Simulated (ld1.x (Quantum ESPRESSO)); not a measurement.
# u(r) = r·R(r): atom against pseudo-atom (Mn (Z = 25))

Columns: radius, all-electron u(r) and pseudo u(r) of the 3d shell (level -10.66 eV) of manganese in the configuration [Ne] 3s2 3p6 3d5 4s1.5 4p0; PBE, scalar-relativistic, PAW scheme, ld1.x (Quantum ESPRESSO) 7.5.

```
r (bohr)  all-electron  pseudo
   0.115        0.0806  0.0016
   0.230        0.3100  0.0125
   0.345        0.5488  0.0400
   0.460        0.7277  0.0882
   0.575        0.8371  0.1567
   0.690        0.8861  0.2410
   0.805        0.8912  0.3333
   0.920        0.8679  0.4238
   1.035        0.8280  0.5026
   1.150        0.7793  0.5619
   1.265        0.7270  0.5968
   1.380        0.6741  0.6064
   1.495        0.6226  0.5937
   1.610        0.5735  0.5645
   1.725        0.5273  0.5258
   1.840        0.4842  0.4842
   1.955        0.4443  0.4443
   2.070        0.4075  0.4075
   2.185        0.3737  0.3737
   2.300        0.3425  0.3425
   2.415        0.3139  0.3139
   2.530        0.2876  0.2876
   2.645        0.2634  0.2634
   2.760        0.2412  0.2412
   2.875        0.2207  0.2207
   2.990        0.2020  0.2020
```

Question: How many radial nodes do the two functions have?

Answer: The all-electron 3d function has n − l − 1 = 0; the pseudo-wave has 0.

Question: At about which radius was the pseudo-wave matched?

Answer: 2.00 bohr. The columns agree to 0.0005 from 1.84 bohr on; several derivatives are matched, so the curves merge somewhat inside the radius.

Question: Is the pseudo-wave norm-conserving?

Answer: No, it belongs to a PAW set: the norm inside the radius is not constrained, and the difference is carried by the augmentation charge.
